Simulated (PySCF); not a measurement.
A structure optimised at r2SCAN-D4/def2-SVP, used in a PySCF frequency run:

```xyz
7

Si     0.1268    -0.5874     0.0016
F     -0.5551    -1.2190     1.3361
S      1.5347     0.9483     0.4223
S     -1.3977     0.3875    -1.1180
H      0.7911    -1.7307    -0.6712
H      2.5700     0.0855     0.5403
H     -2.3338    -0.5316    -0.7848
```

Problem. Write its SMILES and formula.

Solution. F[SiH](S)S, FH₃S₂Si

Problem. What are its rotational constants (standard atomic weights)?

Solution. 4.2385, 2.4435, 1.6838 GHz
